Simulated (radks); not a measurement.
Results of a calculation; reference values are marked as such.
Q: The table gives one normalised radial function P(r) = r R(r) of Tb+ in [Xe] 4f10 (r in bohr). Level of theory: scalar-relativistic Kohn-Sham, PBEsol, spin-polarised, spherical densities, point nucleus; open shells are filled with parallel spins first (spin-orbit coupling, left out, can overturn this in heavy ions) (a radial shooting solver on a logarithmic mesh with Libxc functionals).

r,P
0.0008892,0.0399
0.001176,0.0500
0.001557,0.0623
0.00206,0.0768
0.002725,0.0934
0.003606,0.1118
0.004771,0.1305
0.006313,0.1473
0.008352,0.1580
0.01105,0.1567
0.01462,0.1357
0.01935,0.0871
0.0256,0.0067
0.03414,-0.1017
0.04517,-0.2045
0.05977,-0.2532
0.07909,-0.1885
0.1046,0.0096
0.1385,0.2587
0.1832,0.3656
0.2424,0.1600
0.3207,-0.2735
0.4243,-0.5412
0.5615,-0.2893
0.7429,0.3600
0.9908,0.9158
1.311,0.9905
1.735,0.6901
2.295,0.3257
3.037,0.1009
4.018,0.0190
5.316,0.0019

Which n and l does it have? It may be an empty orbital.

A: n = 5, l = 0: the number of nodes gives n - l - 1 = 4, the rise at small r (about r^(l+1), flatter next to the nucleus through relativity) gives l, and the extent must fit the shell. The curve is that of 5s up; the table hardly tells the two spins apart. 5s up: eigenvalue -50.266 eV, 4 radial nodes at r = 0.0261, 0.104, 0.271, 0.642 bohr, <r> = 1.34 bohr, 90 % of the charge inside 1.94 bohr.
